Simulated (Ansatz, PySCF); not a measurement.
Complex: N2 (SMILES N#N) (first 2 atoms) with CH2O (SMILES C=O); geometry from B3LYP-D3(BJ)/def2-TZVP, rigid monomers moved along the line of their centres of mass till N2···C3 is 2.87 Å.
(charge 0, multiplicity 1):
| atom | x (Å) | y (Å) | z (Å) |
|---|---|---|---|
| N | -0.3431 | 0.1055 | -0.8559 |
| N | 0.2646 | -0.0814 | 0.0303 |
| C | 0.5551 | -0.2334 | 2.8805 |
| O | -0.4907 | 0.0354 | 3.4020 |
| H | 0.8238 | -1.2701 | 2.6006 |
| H | 1.3122 | 0.5398 | 2.6471 |

Monomers are frozen at their geometry in the pair; levels with a basis set take the counterpoise correction.

Frozen-core correlation. CBS(a, b) extrapolates the correlation energy as X⁻³ and adds the Hartree–Fock energy of set b.

Run with Ansatz (an electronic-structure program); PySCF for the dispersion terms. Each number belongs to the level named beside it.

PBE/def2-TZVPPD gives 0.07 kcal/mol for the interaction energy.

**Question.** How do the other levels lie against it? Give each less PBE: PBE-D3(BJ)/def2-TZVPPD, r2SCAN/def2-TZVPPD, PBE0/def2-TZVPPD, wB97M-V/def2-TZVPPD, MP2/CBS(aug-cc-pVDZ, aug-cc-pVTZ), CCSD(T)/CBS(aug-cc-pVDZ, aug-cc-pVTZ).

**Answer.** PBE-D3(BJ)/def2-TZVPPD -0.67; r2SCAN/def2-TZVPPD -0.18; PBE0/def2-TZVPPD 0.09; wB97M-V/def2-TZVPPD -0.39; MP2/CBS(aug-cc-pVDZ, aug-cc-pVTZ) -0.63; CCSD(T)/CBS(aug-cc-pVDZ, aug-cc-pVTZ) -0.43 kcal/mol. 1 of 6 lie above PBE; the widest gap is to PBE-D3(BJ)/def2-TZVPPD.
